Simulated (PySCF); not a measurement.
H4F2N2Sn, SMILES [NH2][Sn]([NH2])([F])[F] (PBE0/def2-SVP optimised geometry):

```
9

N     -1.380     0.607     0.000
Sn    -0.553    -1.220     0.000
N     -1.062    -2.371     1.561
F      1.380    -1.220     0.000
F     -1.009    -1.968    -1.724
H     -0.987     1.220     0.712
H     -1.286     1.065    -0.905
H     -2.030    -2.684     1.523
H     -0.463    -3.192     1.637
```

Method: PySCF 2.14.0 with PBE0/def2-TZVP, def2 effective core potentials past Kr.

**Question.** What are the frontier orbital energies and the dipole moment?

**Answer.** HOMO-2 -10.54 eV, HOMO-1 -8.54 eV, HOMO -8.39 eV, LUMO -1.65 eV, LUMO+1 0.54 eV; dipole moment 2.45 D.
